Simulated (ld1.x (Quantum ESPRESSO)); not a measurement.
**Varying the PAW potential for Ta**

Base potential:

| Property | Result |
| --- | --- |
| Element | tantalum (Ta) |
| Generator | ld1.x (Quantum ESPRESSO) 7.5 |
| Type | PAW |
| Functional | PBE |
| Relativity | fully relativistic |
| Frozen core | [Xe] 4f14 |
| Valence charge | 5 |
| Reference configuration | 5d3 6s2 6p0 |
| Partial waves | 6s (bound): rcut 2.40, rcutus 3.05 bohr; 6s channel at 0.25 Ry: rcut 2.40, rcutus 3.05 bohr; 6p (bound, empty): rcut 4.25, rcutus 4.80 bohr; 6p channel at 1.75 Ry: rcut 4.25, rcutus 4.80 bohr; 5d (bound): rcut 2.10, rcutus 2.85 bohr; 5d channel at 0.05 Ry: rcut 2.10, rcutus 2.85 bohr |
| Local potential | all-electron potential smoothed inside 2.50 bohr (lloc = -1) |
| Core correction | Bessel-smoothed model core inside 2.90 bohr |
| Augmentation charge | BG, radius 2.10 bohr |

Open shells are filled in proportion to 2j + 1 (rel_dist='average').

All-electron outer shells of the reference configuration (PBE, scalar-relativistic, ld1.x):

```tsv
shell	level (eV)	outermost node (bohr)	outermost maximum (bohr)
5p	-39.40	0.58	1.13
4f	-24.70	–	0.44
6s	-5.44	1.32	2.78
5d	-3.59	0.65	1.58
6p	-1.39	1.60	3.89
```

Cutoffs, loose and tight: the cutoffs (Ry, on a coarse ladder) from which the occupation-weighted sum of valence levels, in a spherical-Bessel basis at the reference potential, stays within 10 and 1 mRy of its value at 400 Ry. They do not see the model core or the augmentation charge, which bear on the density cutoff. Test errors are all-electron minus pseudo excitation energies from the reference, over the configurations 5d3 6s1 6p0; 5d3 6s0 6p0; 5d2 6s0 6p0; 5d4 6s0 6p0; 5d3 6s1.5 6p0; 5d2 6s2 6p0; 5d1 6s0 6p0. A dash means not determined; rows that change the core or the reference have their own tests. The largest error is taken over the tests solved by every variant that gives reliable tests at all: 5d2 6s0 6p0; 5d3 6s0 6p0; 5d3 6s1 6p0; 5d3 6s1.5 6p0; 5d4 6s0 6p0.

Cutoffs are not given where the Bessel-basis levels miss the radial ones by over 6 mRy, ghosts where they miss by over 20 mRy; a channel whose overlap is not positive is not tested.

| change | outcome | bound ghosts | largest test error (meV) |
| --- | --- | --- | --- |
| base | generated | not determined | -237 |
| waves 5d (bound): rcut 2.10, rcutus 2.86 bohr; 5d channel at 0.05 Ry: rcut 2.10, rcutus 2.86 bohr | generated | not determined | -237 |
| augmentation BESSEL, radius 2.25 bohr | generated | not determined | -237 |
| waves 6s (bound): rcut 2.40, rcutus 2.78 bohr; 6s channel at 0.25 Ry: rcut 2.40, rcutus 2.78 bohr | generated | not determined | -238 |
| wave 5d channel at 0.05 Ry: rcut 2.10, rcutus 2.85 bohr becomes 5d channel at 0.07 Ry: rcut 2.10, rcutus 2.85 bohr | generated | not determined | -237 |
| core correction Bessel-smoothed model core inside 2.52 bohr | generated | not determined | -231 |
| waves 6p (bound): rcut 4.25, rcutus 5.38 bohr; 6p channel at 1.75 Ry: rcut 4.25, rcutus 5.38 bohr | generated | not determined | -237 |

What comes out with this change to the base: local potential all-electron potential smoothed inside 5.66 bohr (lloc = -1)?

outcome: generated; bound ghosts: not determined; largest test error (meV): -364.

What comes out with this change to the base: all radii but the core radius scaled by about 1.33 (s 4.04, p 6.36, d 3.78 bohr, rcut 3.18/5.64/2.78); local potential all-electron potential smoothed inside 3.32 bohr (lloc = -1); augmentation BG, radius 2.78 bohr?

outcome: failed: compute_chi: phi_in too large before r_c. Cause: the pseudo-wave handed to the routine for χ is out of range inside the radius.
